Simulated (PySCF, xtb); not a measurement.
diiodomethane anion (CH2I2), SMILES ICI (connectivity only; charge and spin as stated), charge -1, multiplicity 2.

Harmonic wavenumbers (cm⁻¹) from GFN2-xTB (xtb 6.7.1) at its own minimum, in rising order: 61, 181, 370, 481, 988, 1033, 1382, 3008, 3038.

### Question
What does PySCF with PBE-D3(BJ)/def2-SVPD give at its own minimum? (Estimate from the structure and the level; the computed values follow.)

### Answer
64, 73, 256, 373, 902, 954, 1202, 2991, 3127. Paired by order, the mean absolute difference is 87 cm⁻¹ and the zero-point energies are 15.1 and 14.2 kcal/mol.
